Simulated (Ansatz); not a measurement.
F2Ga2H4O2, SMILES `[F][Ga@H-]1[OH+][Ga@@H-]([F])[OH+]1`. The species carries charge 0 and has multiplicity 1.

```xyz
10

F    -0.440    1.191    2.144
Ga    0.282   -0.247    1.424
O     1.241    0.409   -0.135
Ga   -0.057   -0.166   -1.462
F    -0.917    1.304   -1.915
O    -1.010   -0.835    0.095
H     0.979   -1.356    2.236
H     1.376    1.362   -0.124
H     0.425   -1.225   -2.474
H    -1.879   -0.436    0.209
```

Task: What are the harmonic wavenumbers in cm⁻¹ at PBE0-D4/def2-TZVP (Ansatz, finite differences of forces, unscaled)? (Estimate.)

Result: The calculation gave: 67, 107, 149, 157, 157, 262, 358, 449, 486, 501, 502, 555, 567, 577, 582, 644, 666, 677, 885, 913, 2081, 2085, 3861, 3862.

Task: Is this a minimum?

Result: Yes, all 24 modes are real.

Task: Give the ideal-gas thermochemistry at 298.15 K and 1 bar (rigid rotor, harmonic oscillator; point group C2v, symmetry number 2).

Result: Zero-point energy 126.5 kJ/mol; H(298) − E = 153.2 kJ/mol; entropy 393.6 J/(mol·K), of which translation 175.7, rotation 115.9, vibration 101.9; G(298) − E = 35.9 kJ/mol. Modes under 100 cm⁻¹ are hindered rotations or soft bends, so the harmonic entropy is rough.

Task: And at 400, 500, 600, 800 and 1000 K?

Result: 
```tsv
T (K)	H − E (kJ/mol)	S (J/mol/K)	G − E (kJ/mol)
400	168.9	438.5	-6.6
500	185.8	476.2	-52.3
600	203.7	508.9	-101.6
800	241.6	563.3	-209.1
1000	281.3	607.6	-326.3
```

Task: Rotational constants (cm⁻¹)?

Result: 0.1113, 0.0321, 0.03033.
